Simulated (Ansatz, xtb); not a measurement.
**Isomers of C2H10OSeSi2 in order of energy**

4 gas-phase structures of C2H10OSeSi2, from a drawn sample of its isomers (lower ones may exist). Each was relaxed with GFN2-xTB; where two conformers were screened, the lower at r2SCAN-D4/def2-SVP is listed:

A. `CO[SiH2][Se][SiH2]C`, a singlet
B. `C[SiH](C)O[SiH2][SeH]`, a singlet
C. `CCO[SiH2][Se][SiH3]`, a singlet
D. `[SiH3]OCC[SiH2][SeH]`, a singlet

Question: Which do you expect lowest at r2SCAN-D4/def2-SVP, and how would the others follow?

Answer: Calculated order at r2SCAN-D4/def2-SVP: B (0.000), A (1.210), C (1.534), D (2.411) eV.

Energies above the lowest of each column, in eV; the last columns are at B3LYP-D3(BJ)/def2-SVP geometries and were run for some of them only (a dash: not run or not comparable):

```
structure  GFN2-xTB  HF/STO-3G  r2SCAN-D4/def2-SVP  B3LYP-D3(BJ)/def2-SVP  CCSD(T)/def2-SVP + ΔMP2/def2-TZVPP
        B     0.000      0.000               0.000                  0.000                               0.000
        A     0.708      0.305               1.210                  1.238                               1.440
        C     0.341      0.658               1.534                  1.540                               1.789
        D     1.280      1.631               2.411                      –                                   –
```

Every level run on B puts it lowest or level with the lowest. Flexible structures stand in one conformer each, not always the lowest. Frequencies (GFN2-xTB) were run for A, B, C alone. The ΔMP2 step shifts differences by up to 0.266 eV, which makes them less sure. ΔMP2 is the change of the MP2 energy from the smaller to the larger basis.

Over these structures GFN2-xTB departs from r2SCAN-D4/def2-SVP by 0.456 eV on average once a common shift is removed. A GFN2-xTB relaxation took about 0.25 s and the r2SCAN-D4/def2-SVP energy about 1.8 s on a shared host (Ansatz 0.2.0, xtb 6.7.1).
